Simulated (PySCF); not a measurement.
**Computed properties of C5H7FO, SMILES C=C[C@@]1(F)OCC1**

C5H7FO, SMILES C=C[C@]1(F)CCO1. Geometry: PBE0-D3(BJ)/def2-SVP. The structure was generated by enumeration; whether it is a known compound was not checked. The values are those of a single conformer. All values are computed for the isolated molecule unless a solvent is named; none is compared with measurement here.

**Structure.** All 36 harmonic modes at PBE0-D3(BJ)/def2-SVP (PySCF) are real, so it is a minimum. With heavy atoms numbered as in [CH2:1]=[CH:2][C@:3]1([F:4])[CH2:5][CH2:6][O:7]1, the shortest bond between them is C1–C2 at 1.331 Å and the longest C3–C5 at 1.537 Å.

**Vibrations.** The strongest infrared lines (harmonic, unscaled, degenerate partners summed) lie at 1074 cm⁻¹ (126 km/mol, O 48 %, C 44 %), 1128 cm⁻¹ (104 km/mol, C 67 %, O 17 %, H 15 %), 3066 cm⁻¹ (61 km/mol, H 95 %). The softest mode is at 89 cm⁻¹ and the zero-point energy is 70.8 kcal/mol.

**Electronic structure.** ωB97X/def2-TZVP (PySCF) places the frontier levels at -10.27 and 1.93 eV, a gap of 12.20 eV, and gives a dipole moment of 2.50 D and a mean polarisability of 61.2 bohr³. PBE/def2-TZVP (PySCF) at the same geometry gives -6.50 and -1.33 eV, so its gap is 7.03 eV narrower. An orbital gap is neither the optical nor the fundamental gap.

**Excitations.** TDA-B3LYP/def2-SVPD (PySCF) has S1 at 6.41 eV (193 nm, f = 0.007, weak); the most intense of the 6 singlets computed lies at 7.21 eV (f = 0.21). T1 (TDA) is at 4.39 eV, 2.02 eV under S1. TDA-PBE/def2-SVPD (PySCF) puts S1 at 5.34 eV. No vertical singlet excitation falls in the visible range (under 3.1 eV).

**NMR.** GIAO shifts at PBE0/pcSseg-1 (PySCF) (non-relativistic, atoms alike by connectivity averaged): ¹³C from 38.2 to 146.8 ppm against TMS; ¹H from 2.9 to 6.3 ppm against TMS; ¹⁹F at -134.0 ppm against CFCl3.

**Solvation.** SMD-M06-2X/def2-SVP (PySCF) gives -3.2 kcal/mol in water, -5.8 kcal/mol in 2-propanol, -4.7 kcal/mol in dimethylsulfoxide (1 M in both phases, gas-phase geometry); of these solvents 2-propanol holds the molecule best.
